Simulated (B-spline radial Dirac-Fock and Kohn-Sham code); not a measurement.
## K-shell conversion coefficients of Ar against transition energy

These are calculated numbers from a radial B-spline solver; the model is a Dirac-Hartree-Slater potential of the neutral atom with a Latter tail (no hole, which puts coefficients of high multipoles low close above an edge), finite nucleus with surface currents. Subshells within 1 keV of threshold and pair formation are left out.

```
energy (keV)        E2        E3        E4        M1        M2        M3
        14.8       307     13500    572000      1.59      98.5      5030
          20       103      3760    132000     0.669      31.0      1270
          25      45.0      1400     42200     0.355      13.3       454
        29.2      25.0       696     18700     0.230      7.41       223
        33.8      14.3       356      8540     0.153      4.30       114
        35.1      12.3       299      6970     0.138      3.73      96.0
        36.8      10.3       240      5390     0.121      3.14      77.4
        39.8      7.57       167      3520    0.0973      2.35      54.2
          50      3.11      57.1      1000    0.0523      1.02      19.3
         100     0.199      2.09      20.9   0.00842    0.0886     0.917
         104     0.170      1.73      16.8   0.00762    0.0775     0.776
         109     0.141      1.38      12.9   0.00676    0.0660     0.635
         142    0.0494     0.391      2.95   0.00347    0.0272     0.209
         159    0.0316     0.229      1.58   0.00262    0.0187     0.131
         194    0.0145    0.0899     0.529   0.00161   0.00983    0.0586
         200    0.0129    0.0780     0.448   0.00150   0.00891    0.0519
         219   0.00908    0.0512     0.275   0.00121   0.00669    0.0362
         245   0.00591    0.0306     0.151  0.000924   0.00471    0.0234
         262   0.00458    0.0226     0.106  0.000789   0.00383    0.0181
         265   0.00439    0.0214    0.0997  0.000768   0.00370    0.0173
         471  0.000561   0.00183   0.00569  0.000210  0.000684   0.00214
         500  0.000461   0.00144   0.00432  0.000184  0.000579   0.00175
         828  0.000102  0.000236  0.000529  6.50e-05  0.000154  0.000350
        1000  6.27e-05  0.000132  0.000269  4.50e-05  9.77e-05  0.000202
        1030  5.83e-05  0.000121  0.000243  4.26e-05  9.11e-05  0.000186
        1210  4.00e-05  7.69e-05  0.000144  3.15e-05  6.28e-05  0.000119
        1220  3.92e-05  7.52e-05  0.000140  3.10e-05  6.16e-05  0.000117
        2000  1.44e-05  2.30e-05  3.57e-05  1.31e-05  2.16e-05  3.42e-05
        2170  1.25e-05  1.93e-05  2.94e-05  1.15e-05  1.84e-05  2.84e-05
```

Q: How fast do they fall between 1220 and 2170 keV?

A: As powers of the energy: E2 E^-1.99, E3 E^-2.36, E4 E^-2.72, M1 E^-1.73, M2 E^-2.10, M3 E^-2.46. Within one type (E or M) the higher multipoles fall faster.
